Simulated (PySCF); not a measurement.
C4H6O2. Atoms are numbered in the order given.

```xyz
12

C      2.4523    -0.4306     0.1299
C      1.1963    -0.8476    -0.0558
C      0.0594     0.1072     0.0251
O      0.1459     1.2912     0.2539
O     -1.1124    -0.5224    -0.1932
C     -2.2787     0.2951    -0.1402
H      2.6509     0.6235     0.3439
H      3.2995    -1.1182     0.0740
H      0.9492    -1.8899    -0.2718
H     -2.3781     0.7715     0.8472
H     -2.2351     1.0887    -0.9018
H     -3.1298    -0.3699    -0.3306
```
Charge 0, spin multiplicity 1.

Geometry: B3LYP-D3(BJ)/def2-SVP. One conformer was computed; it need not be the lowest.

Level of theory: TDA-LC-ωPBE/def2-SVPD run with PySCF.

Vertical excitations. The molecule is in vacuum.

Question: List the lowest excited states. (An estimate is asked for; the answer gives what the named calculation found.)

Answer: 
| state | energy (eV) | λ (nm) | f | main pairs |
|---|---|---|---|---|
| S1 | 5.28 | 235 | 0.000 | HOMO→LUMO 88 % |
| S2 | 7.05 | 176 | 0.463 | HOMO−1→LUMO 92 % |
| S3 | 7.66 | 162 | 0.190 | HOMO−2→LUMO 89 % |
| S4 | 7.75 | 160 | 0.001 | HOMO−4→LUMO 53 %, HOMO−3→LUMO 38 % |
| S5 | 8.45 | 147 | 0.000 | HOMO−3→LUMO 39 %, HOMO−6→LUMO 26 %, HOMO−4→LUMO 25 % |
| S6 | 8.71 | 142 | 0.056 | HOMO−1→LUMO+2 48 %, HOMO−1→LUMO+1 39 % |
| S7 | 8.74 | 142 | 0.063 | HOMO→LUMO+1 71 %, HOMO→LUMO+4 17 % |
| S8 | 8.95 | 138 | 0.000 | HOMO−6→LUMO 29 %, HOMO→LUMO+7 28 %, HOMO−7→LUMO 12 %, HOMO−3→LUMO 7 % |
| S9 | 9.15 | 135 | 0.023 | HOMO−2→LUMO+1 76 % |
| S10 | 9.28 | 134 | 0.000 | HOMO→LUMO+7 36 %, HOMO−6→LUMO 18 %, HOMO−7→LUMO 14 %, HOMO−4→LUMO 10 % |
| T1 | 3.72 | 333 | 0 | HOMO−1→LUMO 91 % |
| T2 | 4.80 | 258 | 0 | HOMO→LUMO 85 % |
| T3 | 5.70 | 218 | 0 | HOMO−2→LUMO 69 %, HOMO−2→LUMO+7 11 % |
| T4 | 7.16 | 173 | 0 | HOMO−4→LUMO 56 %, HOMO−3→LUMO 33 % |
Triplets are in the Tamm–Dancoff approximation.
